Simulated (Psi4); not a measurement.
C3H8N (SMILES [CH2]NCC), doublet, geometry from GFN2-xTB. Base run: HF/pcseg-1 (Psi4).

Here is a job for Psi4.
```
memory 2 GB

molecule mol {
0 2
C     1.838378    0.507686    0.145237
N     0.470152    0.430494    0.367500
C    -0.351183   -0.324369   -0.548644
C    -1.737169   -0.545382    0.044242
H     2.310593   -0.390535   -0.207466
H     2.387025    1.144895    0.812663
H     0.054203    1.310435    0.645959
H    -0.444851    0.178866   -1.525646
H     0.142965   -1.285158   -0.716877
H    -1.658030   -1.048781    1.004448
H    -2.338236   -1.156372   -0.623640
H    -2.244886    0.405585    0.193051
}

set {
  basis pcseg-1
  reference uhf
}

energy('scf')
print_variables()
```

Variants of this job, named by their change:

```csv
change,E (Eh),dipole (D),<S^2>,core-seconds (rough)
base,-172.61156,0.83,0.760,4
functional = pbe,-173.55070,1.26,0.752,20
functional = bp86,-173.78724,1.28,0.752,20
functional = scan,-173.70267,1.16,0.755,70
functional = tpss,-173.81890,1.21,0.753,80
functional = m11,-173.67358,1.17,0.752,60
functional = mn15,-173.55923,1.16,0.753,50
functional = b3lyp,-173.79648,1.20,0.753,20
functional = pbe0,-173.57562,1.17,0.753,20
functional = cam-b3lyp,-173.69229,1.18,0.753,30
functional = tpssh,-173.80233,1.18,0.753,50
functional = blyp,-173.69555,1.27,0.752,20
functional = revpbe,-173.73453,1.24,0.752,20
```

Total energies compare only within one method and basis.

Open shells are given as the SCF converged; they aren't shown to be the lowest states, and a large step between rows can be another state.
